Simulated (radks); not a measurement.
Results of a calculation; reference values are marked as such.
Species: the neodymium ion Nd52+. Configuration: [He] 2s2 2p4. Level of theory: scalar-relativistic Kohn-Sham, SCAN, spin-polarised, spherical densities, finite nucleus; open shells are filled with parallel spins first (spin-orbit coupling, left out, can overturn this in heavy ions); meta-GGA in the generalised Kohn-Sham scheme; Fermi nuclear charge, rms radius 4.9123 fm (a radial shooting solver on a logarithmic mesh with Libxc functionals).

Unscreened Slater integrals over Kohn-Sham orbitals (eV). They are taken over the spin-up orbitals.

F0(2p,2p): 289.77
F2(2p,2p): 138.08
F0(2p,2s): 266.13
G1(2p,2s): 150.50
F0(2p,1s): 392.75
G1(2p,1s): 76.737
F0(2s,2s): 251.36
F0(2s,1s): 354.39
G0(2s,1s): 36.345
F0(1s,1s): 1090.9

Derived for the open shells (J is the average intra-shell exchange parameter used in DFT+U). 2p: J = F2/5 = 27.62 eV.
